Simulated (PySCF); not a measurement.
## HF beside CCSD(T) along group 14: bonds to O

HF and CCSD(T) in PySCF with def2-TZVPP on every atom (core potentials on Sn), for the lowest determinant that a PBE0 search found; no spin–orbit coupling.

```tsv
molecule	state (unpaired electrons)	HF Re (Å)	HF ωe (cm⁻¹)	HF De (eV)	CCSD(T) Re (Å)	CCSD(T) ωe (cm⁻¹)	CCSD(T) De (eV)
CO	singlet (closed shell)	1.103	2428	7.59	?	?	?
SiO	singlet (closed shell)	1.479	1403	4.80	1.521	1227	7.94
GeO	singlet (closed shell)	1.594	1138	3.17	1.636	981	6.71
SnO	singlet (closed shell)	1.785	973	1.74	1.838	823	5.49
```

Task: Estimate the CCSD(T) values of CO by adding the mean shift from HF to CCSD(T) of the other rows, and compare with the calculation.

Result: The mean shifts are +4.6 pm, -161 cm⁻¹ and +3.48 eV, which give 1.149 Å, 2267 cm⁻¹ and 11.07 eV. CCSD(T)/def2-TZVPP gives Re = 1.134 Å, ωe = 2155 cm⁻¹, De = 10.92 eV.

Task: What are the mean differences of HF from CCSD(T) over the whole series?

Result: Re -4.2 pm, ωe +189 cm⁻¹, De -3.44 eV.

In a basis of this size CCSD(T) is itself not converged; it tends to give bonds that are too long and too weak.

Correlated steps freeze the inner cores (2 to 10 orbitals); shallow outer-core shells are correlated. These are scalar-relativistic numbers at best; spin–orbit coupling would shift them, the dissociation energy most. Where the molecule has an RHF reference, its open-shell atoms are computed with UHF. The CCSD T1 diagnostic is raised in GeO, SiO, SnO, a sign that a single reference may not be enough there.
